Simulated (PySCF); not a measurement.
C₄H₁₀O₂, triplet, at the geometry of the source list (a higher spin typed on purpose: for a closed-shell molecule this is an excited state) (in this run its highest filled SCF level lies above zero, so its values depend strongly on the basis, on diffuse functions most of all). Base run: PySCF with CCSD(T)/STO-3G.

The PySCF input:
```python
from pyscf import gto, scf, cc

mol = gto.M(
    atom='''
C     2.54090000    0.44440000   -0.00820000
O     1.37100000   -0.18980000    0.43580000
C     0.22760000    0.17020000   -0.31120000
C    -0.97310000   -0.56690000    0.29040000
C    -2.25710000   -0.24300000   -0.46130000
O    -1.14140000   -0.19520000    1.63950000
H     2.45520000    1.53540000    0.06930000
H     3.34660000    0.09480000    0.63380000
H     2.76200000    0.18360000   -1.05040000
H     0.06420000    1.25710000   -0.25040000
H     0.35690000   -0.10640000   -1.36760000
H    -0.76740000   -1.64900000    0.23140000
H    -2.45540000    0.82340000   -0.40320000
H    -2.17160000   -0.53950000   -1.50240000
H    -3.08510000   -0.77370000   -0.00230000
H    -0.27340000   -0.24560000    2.05670000
''',
    basis='sto-3g',
    spin=2,
    verbose=3,
)

mf = scf.UHF(mol)
mf.kernel()

mycc = cc.CCSD(mf)
mycc.kernel()
et = mycc.ccsd_t()
print('E(CCSD(T)) = %.10f' % (mycc.e_tot + et))
mf.analyze()
```

The base run was repeated with changes; each row names its change, and settings that it needs were set with it.

```csv
change,ΔE vs base (kcal/mol),MP2 correlation (Eh),CC correlation without the perturbative part (Eh),basis functions,core-seconds (rough)
base,0.000,-0.26171,-0.34977,40,8
cart = on,0.000,-0.26171,-0.34977,40,9
cc.direct = True,0.000,-0.26171,-0.34977,40,20
method = cisd,31.49,-,-,40,2
cc.diis_space = 3,0.000,-0.26171,-0.34977,40,10
method = mp2,57.73,-0.26171,-,40,0.5
cc.iterative_damping = 0.8,0.000,-0.26171,-0.34977,40,9
frozen = 7,8.98,-0.24930,-0.33573,40,4
frozen = 5,0.89,-0.26013,-0.34837,40,5
density fitting = JK and correlation,-0.332,-0.26164,-0.34971,40,10
```

Open shells are given as the SCF converged; they aren't shown to be the lowest states, and a large step between rows can be another state.
